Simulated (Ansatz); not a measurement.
Two isomers of B2FH3O2: A = `OBOBF`, B = `OBB(O)F`.

Computed with Ansatz on PBE0-D4/def2-TZVP structures; ΔE is electronic, products minus reactants. CBS: MP2 limit from def2 TZ/QZ plus the TZ coupled-cluster correction, frozen cores. Functionals use def2-TZVPP. B3LYP here is the variant with VWN-RPA as its local correlation; programs differ in this. Each species was taken in one conformer, which may not be the lowest.

(1) Which is lower in electronic energy at CCSD(T)/CBS, and by how much? (Estimate.)

(2) Give E(B) − E(A) in kJ/mol with HF/def2-TZVPP, PBE-D4, LDA (SPW92), CCSD(T)/def2-TZVPP, B3LYP, ωB97M-V, B2PLYP. (Best estimate.)

(3) Does the order hold for the free energy at 298.15 K (harmonic terms from PBE0-D4)? (An estimate is asked.)

Largest T1 diagnostic: 0.014.

Results:

(1) The calculation gave: A, by 140.0 kJ/mol.

(2) The calculation gave: HF/def2-TZVPP 162.5, PBE-D4 129.9, LDA (SPW92) 135.5, CCSD(T)/def2-TZVPP 139.1, B3LYP 144.5, ωB97M-V 142.6, B2PLYP 145.1. None reverses the order clearly.

(3) Ansatz gave: Yes: G(B) − G(A) = +144.4 kJ/mol, for one conformer each.

From BLYP to BHLYP (50 % exact exchange), in def2-TZVPP and without D4, E(B) − E(A) moves by +12.0 kJ/mol. At CCSD(T), def2-SVP lies +8.5 kJ/mol from the extrapolated value and def2-TZVPP −1.0 kJ/mol.
